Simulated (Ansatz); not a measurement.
`CC(=N)C[SeH]` + `C=CN=C` → `C=C/N=C\[SeH]` + `CC(C)=N`  (formal exchange of groups at the Se–C bond)

Computed with Ansatz on PBE0-D4/def2-TZVP structures; ΔE is electronic, products minus reactants. CCSD(T)/CBS adds triple-zeta CCSD(T) − MP2 to the extrapolated MP2 energy (def2 sets, frozen cores). DFT in def2-TZVPP. B3LYP here is the variant with VWN-RPA as its local correlation; programs differ in this. For Se outer-core shells are correlated without core-valence functions, which leaves a few kJ/mol of doubt a bond. Scalar relativity is left out up to krypton. Each species was taken in one conformer, which may not be the lowest.

`CC(=N)C[SeH]`:

Z-matrix (Å, degrees):
```
C
C 1 1.499
H 1 1.094 2 110.5
H 1 1.093 2 110.3 3 118.3
H 1 1.090 2 111.3 3 -121.0
N 2 1.268 1 125.8 3 122.3
C 2 1.498 1 116.9 3 -57.3
H 6 1.020 2 110.8 1 0.3
Se 7 1.965 2 112.9 1 -69.7
H 7 1.090 2 112.2 1 51.5
H 7 1.088 2 109.3 1 173.1
H 9 1.469 7 95.8 2 88.5
```

`C=CN=C`:

```xyz
9

C     1.502   -0.807    0.337
C     0.401   -0.295   -0.201
N    -0.496    0.450    0.560
C    -1.523    0.905   -0.023
H     2.198   -1.385   -0.257
H     1.720   -0.652    1.387
H     0.170   -0.444   -1.260
H    -2.242    1.490    0.546
H    -1.730    0.739   -1.088
```

`C=C/N=C\[SeH]`:

Z-matrix (Å, degrees):
```
C
C 1 1.330
H 1 1.084 2 121.6
H 1 1.082 2 120.3 3 177.4
N 2 1.389 1 125.1 3 -1.3
H 2 1.087 1 121.0 3 -176.2
C 5 1.255 2 122.4 1 63.0
Se 7 1.923 5 126.1 2 1.8
H 7 1.088 5 119.8 2 -178.0
H 8 1.469 7 91.7 5 169.6
```

`CC(C)=N`:

```xyz
11

C    -1.110   -0.062   -0.577
C     0.354   -0.067   -0.245
C     0.701    0.206    1.186
N     1.290   -0.281   -1.074
H    -1.284   -0.276   -1.632
H    -1.641   -0.805    0.025
H    -1.553    0.910   -0.337
H     1.780    0.188    1.321
H     0.241   -0.541    1.841
H     0.311    1.180    1.497
H     0.911   -0.452   -2.006
```

```
         level  ΔE (kJ/mol)  difference from CCSD(T)/CBS
       PBE0-D4        -27.3                         -7.2
      B3LYP-D4        -25.8                         -5.7
       ωB97X-V        -22.3                         -2.2
       ωB97M-V        -21.8                         -1.7
           PBE        -33.4                        -13.3
          PBE0        -26.8                         -6.7
 HF/def2-TZVPP         -7.6                         12.5
MP2/def2-QZVPP        -24.9                         -4.8
  HF/CBS(def2)         -8.0                         12.1
CCSD/CBS(def2)        -17.3                          2.8
   CCSD(T)/CBS        -20.1                            0
```

Largest T1 diagnostic among the species: 0.013.

From PBE to PBE0 (25 % exact exchange), in def2-TZVPP and without D4, ΔE moves by +6.6 kJ/mol. In def2-TZVPP, CCSD(T) changes the Hartree–Fock value by −11.3 kJ/mol (the triples alone add −2.7 kJ/mol) and MP2 by −16.5 kJ/mol.
